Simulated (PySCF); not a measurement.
NbOCl3, SMILES [O]=[Nb]([Cl])([Cl])[Cl], multiplicity 1.

Coordinates come from a PBE0-D3(BJ)/def2-SVP optimisation. The spin state was assumed, not searched. The isomer is the one that the SMILES or the coordinates give; other isomers of the formula were not compared. The def2 effective core potentials stand for the cores of Nb; spin–orbit coupling is left out.

Two levels are set side by side: TDDFT-PBE/def2-SVPD (PySCF) and TDDFT-ωB97X/def2-SVPD (PySCF). Vertical, same geometry. The lowest singlet is HOMO−1→LUMO 50 %, HOMO→LUMO+1 50 % with PBE and HOMO−1→LUMO+1 48 %, HOMO−2→LUMO 48 % with the other functional; states are paired by order. Differences are taken from unrounded values.

```csv
quantity,TDDFT-ωB97X,TDDFT-PBE,TDDFT-PBE minus TDDFT-ωB97X
lowest singlet excitation (eV),5.12,4.38,-0.74
lowest triplet excitation (TDA) (eV),5.01,4.21,-0.80
```

A lower first singlet is the usual sign of a functional without exact exchange. Differences between two approximate levels are no errors against the true value.

Rough cost on one machine, each run with all the roots and properties that it gave: TDDFT-ωB97X against TDDFT-PBE about 4 times.
